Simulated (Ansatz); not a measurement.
`C[O][GaH][O]C` → `C[O][GaH2]` + `C=O` at 600 K and 1 bar (β-hydride elimination).

Gas-phase electronic energies from Ansatz, PBE0-D4/def2-TZVP geometries. CBS: MP2 limit from def2 TZ/QZ plus the TZ coupled-cluster correction, frozen cores. This one scheme is used for every species. For Ga outer-core shells are correlated without core-valence functions, which leaves a few kJ/mol of doubt a bond. Scalar relativity is left out up to krypton. Each species was taken in one conformer, which may not be the lowest.

```csv
species,CCSD(T)/CBS energy (Eh),H − E (kJ/mol),S (J/(mol·K))
`C[O][GaH][O]C`,-2154.62574,304.4,480.0
`C[O][GaH2]`,-2040.16771,189.7,369.4
`C=O`,-114.39408,92.5,246.7
```

H − E and S are ideal-gas, rigid-rotor, harmonic terms from PBE0-D4/def2-TZVP, for one conformer and one mirror image of each species. 1 Eh = 2625.50 kJ/mol, R = 8.31446 J/(mol·K).

Question: By hand: ΔE, ΔH, ΔS and ΔG.

Answer: ΔE = (-2040.16771) + (-114.39408) − (-2154.62574) = 0.06395 Eh = 167.9 kJ/mol. Δ(H − E) = 189.7 + 92.5 − 304.4 = -22.2, so ΔH = 145.7 kJ/mol. ΔS = 369.4 + 246.7 − 480.0 = 136.1 J/(mol·K). ΔG = 145.7 − 600 × (136.1)/1000 = 64.0 kJ/mol.

Question: By hand: the equilibrium constant, and the temperature at which ΔG would vanish if ΔH and ΔS stayed fixed.

Answer: log₁₀ K = −ΔG/(RT ln 10) = -5.6. ΔG = 0 at ΔH/ΔS = 1071 K.

The number of gas molecules changes by +1, which sets the sign of ΔS. A doubt of 5 kJ/mol in ΔE shifts log₁₀ K by 0.4 here. Other conformers and mirror images would add mixing entropy, several J/(mol·K) or more a flexible species. These are equilibria of isolated gas molecules and say nothing of rates. Largest T1 diagnostic: 0.015 (customary marks: 0.02 for closed shells, 0.045 for open ones).
